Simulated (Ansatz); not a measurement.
Ansatz (a first-principles code) input (B2GP-PLYP/def2-TZVPD):

Ansatz 0.2 input:
```yaml
crystal:
  periodic: [false, false, false]
  atoms:
    - {symbol: Si, position_ang: [1.09333811, -0.74691316, -0.21744771]}
    - {symbol: F, position_ang: [2.01731901, 0.54347047, 0.02960483]}
    - {symbol: N, position_ang: [-0.57277886, -0.49268670, -0.04741589]}
    - {symbol: Si, position_ang: [-1.83183247, 0.64654072, 0.22536149]}
    - {symbol: H, position_ang: [1.48805548, -1.75439817, 0.78854207]}
    - {symbol: H, position_ang: [1.33179535, -1.18489426, -1.60812182]}
    - {symbol: H, position_ang: [-2.21834788, 1.10642514, -1.13491663]}
    - {symbol: H, position_ang: [-1.42296715, 1.81527857, 1.04019544]}
    - {symbol: H, position_ang: [-2.98603397, -0.01962465, 0.86897574]}
basis:
  gaussian:
    orbitals: def2-TZVPD
hamiltonian:
  xc: {name: B2GP-PLYP}
magnetization: {spin_polarized: true, initial_magnetization: 1}
correlation: {electrons: outside_noble_gas}
```

Output:

```
Functional definition: B2GP-PLYP
integrals: 0.45 GiB planned
1399 factors; integrals over basis functions are off by at most 1.0e-3 eV
mean field: 1.73 GiB planned
mean field evaluation 1: about -20021.3421 eV, gradient 3.5e1 eV
mean field evaluation 2: about -20021.3915 eV, gradient 3.5e1 eV
mean field evaluation 4: about -20027.1108 eV, gradient 3.1e0 eV
mean field evaluation 8: about -20027.3124 eV, gradient 7.1e-1 eV
mean field evaluation 16: about -20027.3214 eV, gradient 4.1e-3 eV
mean field evaluation 32: about -20027.3214 eV, gradient 4.8e-6 eV
mean field -20027.32142706 eV, -735.9904874383 hartree, gradient 4.8e-6 eV, S^2 0.757596; 2 other end points of the search recorded, 0 dependent functions left out
12 core orbitals not correlated
reference -20027.32156970 eV, -735.9904926804 hartree; 13, 12 occupied and 183, 184 virtual orbitals, 1399 factors
second order -20.33797079 eV of doubles, -0.00000000 eV of singles
Total energy: -20034.64323918 eV, -736.2595590711 hartree
```

It need not be the lowest isomer of its formula.
